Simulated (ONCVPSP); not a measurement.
**bismuth (Bi): one change to an ONCV potential, before and after**

- Element: Bi (Z = 83)
- Generator: ONCVPSP 4.0.1
- Type: optimised norm-conserving Vanderbilt (ONCV)
- Functional: PBE
- Relativity: scalar-relativistic
- Frozen core: [Xe] 4f14
- Valence charge: 15
- Reference configuration: 5d10 6s1 6p4
- Partial waves: 6s: rc 1.90 bohr, ncon 4, nbas 9, qcut 3 1/bohr, 1 projector; 6p: rc 2.55 bohr, ncon 4, nbas 8, qcut 3.3 1/bohr, 2 projectors, debl 0.8 Ha; 5d: rc 1.30 bohr, ncon 3, nbas 6, qcut 8.8 1/bohr, local
- Local potential: the d channel
- Core correction: Teter function, fcfact 2.25, rcfact 1.2

Change: all radii but the core radius scaled by about 1.34 (s 2.54, p 3.40, d 1.74 bohr).

Cutoffs: the cutoffs (Ha) at which the residual kinetic energy of the hardest occupied pseudo-wave falls to 1 and 0.1 mHa per electron; they do not see the model core or the augmentation charge, which bear on the density cutoff. Errors are all-electron minus pseudo energies relative to the spin-unpolarised reference configuration.

**Question.** Predict the effect on cutoff, ghosts and configuration errors.

**Answer.** The potential gets softer (34 Ha and 63 Ha → 26 Ha and 33 Ha); both files keep a bound ghost (s); the lowest positive-energy flag moves from p at 19.6 eV to p at 9.5 eV; of the 4 tests that both files solve, the error grows in 3 and shrinks in 0 by more than 15 % and 0.3 meV (median size 3.3 → 15.2 meV). A larger radius leaves more room for a smooth pseudo-wave, so fewer plane waves are needed. More of the atom is replaced by a form fitted at one configuration, so other configurations suffer.

| quantity | base | changed |
| --- | --- | --- |
| cutoff, loose | 34 Ha | 26 Ha |
| cutoff, tight | 63 Ha | 33 Ha |
| loose cutoff by channel | s 34 Ha, p 5.0 Ha, d 27 Ha | s 5.8 Ha, p 1.9 Ha, d 26 Ha |
| bound ghosts | s | s |
| GHOST(+) flags under 300 eV | p at 19.6 eV | p at 9.5 eV |
| error for 5d10 6s2 6p3, meV [ΔE -10.08 eV] | +4.4 | -4.7 |
| error for 5d10 6s2 6p2, meV [ΔE -2.17 eV] | -2.2 | -20 |
| error for 5d10 6s2 6p1, meV [ΔE 13.08 eV] | -15 | -63 |
| error for 5d10 6s0 6p5, meV [ΔE 10.42 eV] | +0.3 | -11 |
| rms error of d²Exc/dni dnj with the model core, mHa | 2.43 | 2.60 |

 A true bound ghost makes a file unfit for plane-wave use even where its test errors are small: the radial tests pick states by their node count and pass the ghost by.
